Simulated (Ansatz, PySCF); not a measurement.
Process, species as SMILES: N[Si](N)(N)F + 3 [SiH4] (SiH4) -> F[SiH3] [fluorosilane] + 3 N[SiH3]
Geometries: B3LYP-D3(BJ)/def2-TZVP minima from Ansatz (a program for electronic structure), one conformer each, not searched for the lowest. Frequencies are from Ansatz or PySCF.

Quantity: bond separation energy (0 K, with B3LYP-D3(BJ) harmonic zero-point energies), in kcal/mol. Correlated levels leave the core frozen unless marked. No spin-orbit coupling. Non-relativistic unless marked X2C. Basis-set limits of correlation are two-point, X^-3; Hartree-Fock from the larger set. [CCSD(T)-MP2]/basis is that difference in the basis named.

```csv
level,program,bond separation energy (kcal/mol)
HF/cc-pV(D+d)Z,Ansatz,23.3
HF/cc-pVTZ,Ansatz,22.4
```

**Question.** Estimate the value at RI-MP2/CBS(cc-pV(T+d)Z,cc-pV(Q+d)Z)+[CCSD(T)-MP2]/cc-pV(T+d)Z as computed with Ansatz.

**Answer.** 24.0 kcal/mol, so HF/cc-pVTZ differs from it by -1.6 kcal/mol.
